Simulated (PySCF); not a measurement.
Gas-phase reaction: 2 GaH + N₂H₂ = 2 GaNH₂

Method: PySCF energies (xtb for GFN2) plus ideal-gas RRHO corrections (1 bar). † marks an energy on the PBE0/def2-TZVP geometry and frequencies; other levels use their own. CCSD(T) freezes the core. 6-31G* has spherical d functions here. All species are closed-shell singlets. Ga: all electrons, no relativistic terms. GaH, GaNH₂: computed as isolated molecules; such fragments, hydroxides, amides, oligomers or adducts are transient or little studied in the gas. CCSD(T) isn't extrapolated to the basis-set limit.

| level | ΔH°(298 K), kJ |
|---|---|
| CCSD(T)/def2-TZVPP† | ___ |
| GFN2-xTB | -428 |
| HF/6-31G* | -358 |
| HF/def2-TZVP† | ___ |
| M06-2X/def2-TZVP† | -452 |
| PBE/def2-SVP | -420 |
| PBE0/def2-QZVP† | -445 |
| PBE0/def2-TZVP | ___ |
| ωB97X-V/def2-TZVP† | ___ |

### Question
Some entries are withheld; supply them.

### Answer

- CCSD(T)/def2-TZVPP†, ΔH°(298 K), kJ: -431
- HF/def2-TZVP†, ΔH°(298 K), kJ: -390
- PBE0/def2-TZVP, ΔH°(298 K), kJ: -436
- ωB97X-V/def2-TZVP†, ΔH°(298 K), kJ: -427
